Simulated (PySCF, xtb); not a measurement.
SiH₃Br, SMILES [SiH3]Br.

GFN2-xTB (xtb) at its own geometry gives an orbital gap of 5.58 eV and a dipole moment of 5.45 D.

The structure is a stationary point at B3LYP-D3(BJ)/def2-TZVP.

Question: What does r2SCAN/def2-TZVPD run with PySCF give? (An estimate is asked for; the answer gives what the named calculation found.)

Answer: gap 6.53 eV (levels -7.54 and -1.01 eV), dipole 1.34 D.
